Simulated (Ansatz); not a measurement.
Ga10As10H28, a nanocrystal cut from zinc blende GaAs (hydrogen-capped), 48 atoms. Hardware: 11 threads of AMD EPYC 7R13 on a shared host and a whole NVIDIA H100 80GB HBM3.

Single mean-field runs in def2-SVP, def2-TZVP are fitted with def2-universal-jkfit.

How many basis functions does each of these Ansatz runs have, and roughly what does it cost? r2SCAN-D4/def2-SVP, charge 0 singlet, relaxation, 24 steps; r2SCAN-D4/def2-TZVP, charge 0 singlet, energy, from earlier orbitals; PBE-D4/def2-TZVP, charge 0 singlet, energy and forces, from earlier orbitals; PBE0-D4/def2-TZVP, charge 0 singlet, energy and forces, from earlier orbitals; PBE0-D4/def2-TZVP, charge -1 doublet at the geometry of the charge 0 singlet, energy; PBE-D4/def2-TZVP, charge -1 doublet at the geometry of the charge 0 singlet, energy, from earlier orbitals; PBE0-D4/def2-TZVP, charge 0 triplet at the geometry of the charge 0 singlet, energy; PBE-D4/def2-TZVP, charge 1 doublet at the geometry of the charge 0 singlet, energy, from earlier orbitals; PBE0-D4/def2-SVP, charge 0 singlet, energy, from earlier orbitals; PBE-D4/def2-SVP, charge 0 singlet, energy, from earlier orbitals; PBE0-D4/def2-TZVP, charge 1 doublet at the geometry of the charge 0 singlet, energy; PBE-D4/def2-TZVP, charge 0 triplet at the geometry of the charge 0 singlet, energy, from earlier orbitals.

Other jobs shared the machine, so times can vary by a factor of up to 3.

| run | functions | fitting or Cholesky vectors | wall time | peak host memory (GiB) |
| --- | --- | --- | --- | --- |
| PBE-D4/def2-SVP, charge 0 singlet, energy, from earlier orbitals | 780 | 5824 | 4 s | 1.7 |
| PBE0-D4/def2-SVP, charge 0 singlet, energy, from earlier orbitals | 780 | 5824 | 7 s | 1.7 |
| r2SCAN-D4/def2-TZVP, charge 0 singlet, energy, from earlier orbitals | 1128 | 5824 | 7 s | 1.7 |
| PBE-D4/def2-TZVP, charge 0 singlet, energy and forces, from earlier orbitals | 1128 | 5824 | 7.5 s | 1.8 |
| PBE-D4/def2-TZVP, charge 1 doublet at the geometry of the charge 0 singlet, energy, from earlier orbitals | 1128 | 5824 | 14 s | 2 |
| PBE0-D4/def2-TZVP, charge 0 singlet, energy and forces, from earlier orbitals | 1128 | 5824 | 17 s | 8.9 |
| PBE-D4/def2-TZVP, charge 0 triplet at the geometry of the charge 0 singlet, energy, from earlier orbitals | 1128 | 5824 | 18 s | 2 |
| PBE-D4/def2-TZVP, charge -1 doublet at the geometry of the charge 0 singlet, energy, from earlier orbitals | 1128 | 5824 | 19 s | 2 |
| PBE0-D4/def2-TZVP, charge 1 doublet at the geometry of the charge 0 singlet, energy | 1128 | 5824 | 37 s | 2.1 |
| PBE0-D4/def2-TZVP, charge 0 triplet at the geometry of the charge 0 singlet, energy | 1128 | 5824 | 42 s | 2.1 |
| PBE0-D4/def2-TZVP, charge -1 doublet at the geometry of the charge 0 singlet, energy | 1128 | 5824 | 53 s | 2.1 |
| r2SCAN-D4/def2-SVP, charge 0 singlet, relaxation, 24 steps | 780 | 5824 | 92 s | 1.7 |
